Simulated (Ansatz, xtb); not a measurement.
## Isomers of C4H8O2Si in order of energy

3 gas-phase structures of C4H8O2Si, from a drawn sample of its isomers (lower ones may exist). Each was relaxed with GFN2-xTB; where two conformers were screened, the lower at r2SCAN-D4/def2-SVP//GFN2-xTB is listed:

A. `C[Si](C)(C=O)C=O`, a singlet
B. `C[Si@@H](C=O)CC=O`, a singlet
C. `C[SiH2]C(C=O)C=O`, a singlet

Q: Make a reasoned guess at their ranking by r2SCAN-D4/def2-SVP//GFN2-xTB single-point energy.

A: Calculated order at r2SCAN-D4/def2-SVP//GFN2-xTB: C (0.0), B (4.7), A (8.9) kcal/mol.

Energies above the lowest of each column, in kcal/mol; the last columns are at r2SCAN-D4/def2-SVP geometries:

```csv
structure,GFN2-xTB,HF/STO-3G,r2SCAN-D4/def2-SVP//GFN2-xTB,r2SCAN-D4/def2-SVP,CCSD(T)/def2-SVP + ΔMP2/def2-TZVPP
C,0.0,13.2,0.0,0.0,0.0
B,19.1,5.1,4.7,4.4,2.5
A,35.9,0.0,8.9,8.6,5.6
```

CCSD(T)/def2-SVP + ΔMP2/def2-TZVPP puts C lowest; HF/STO-3G picks A. Some further structures that were screened fall inside this span and aren't listed. Flexible structures stand in one conformer each, not always the lowest. The ΔMP2 step shifts differences by up to 4.0 kcal/mol, which makes them less sure. ΔMP2 is the change of the MP2 energy from the smaller to the larger basis.

Programs: Ansatz 0.2.0, xtb 6.7.1.
